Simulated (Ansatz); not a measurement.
Start from `[OH][InH][Cl]` and change one element to get `[OH][InH][F]`.

Ansatz, PBE0-D4/def2-TZVP geometries, multiplicity 1. Each molecule was computed in one conformer, which needn't be the lowest.

Elements past krypton have def2 core potentials.

```tsv
property	`[OH][InH][Cl]`
LUMO energy (ωB97M-V/def2-TZVPP) / eV	-0.02
HOMO–LUMO gap (PBE/def2-TZVPP) / eV	4.89
LUMO energy (PBE0/def2-TZVPP) / eV	-1.51
size of the dipole moment (B3LYP/def2-TZVPP) / D	1.39
size of the dipole moment (PBE/def2-TZVPP) / D	1.32
HOMO energy (PBE0/def2-TZVPP) / eV	-8.64
```

(1) Give the same properties after the change, and the shifts. (An estimate is asked.)

## Answers

(1) Computed: 
```csv
property,`[OH][InH][F]`,shift
LUMO energy (ωB97M-V/def2-TZVPP) / eV,0.05,0.07
HOMO–LUMO gap (PBE/def2-TZVPP) / eV,4.92,0.03
LUMO energy (PBE0/def2-TZVPP) / eV,-1.41,0.10
size of the dipole moment (B3LYP/def2-TZVPP) / D,4.15,2.76
size of the dipole moment (PBE/def2-TZVPP) / D,3.91,2.59
HOMO energy (PBE0/def2-TZVPP) / eV,-8.90,-0.26
```

With PBE0 the HOMO falls by 0.26 eV and the LUMO rises by 0.10 eV, so the gap widens by about 0.36 eV. PBE moves the HOMO by -0.07 eV and ωB97M-V by -0.41 eV. Dipoles are sizes alone; their direction can turn.

B3LYP here is the variant with VWN-RPA as its local correlation; programs differ in this.
